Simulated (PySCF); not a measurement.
In⁺: ionisation energy

In⁺ [Kr] 4d10 5s2 (1S) → In²⁺ [Kr] 4d10 5s1 (2S), as a difference of total energies. All numbers are calculated (PySCF 2.14, a scalar-relativistic core potential, in aug-cc-pVQZ-PP with ECP28MDF (7s7p5d3f2g, 92 functions)). Correlated levels: valence: 4s2 4p6 4d10 frozen. The calculations carry no spin-orbit coupling.

```csv
method,ionisation energy (eV),error (eV)
UHF,17.009,-1.861
MP2 (valence),17.674,-1.196
SCS-MP2 (valence),17.807,-1.063
CCSD (valence),17.913,-0.957
```

Reference: 18.870 eV (measured; NIST Atomic Spectra Database, ionization energies).

Errors of the correlated levels include the incompleteness of this basis and the frozen core.

With two correlated electrons CCSD is exact in that space.
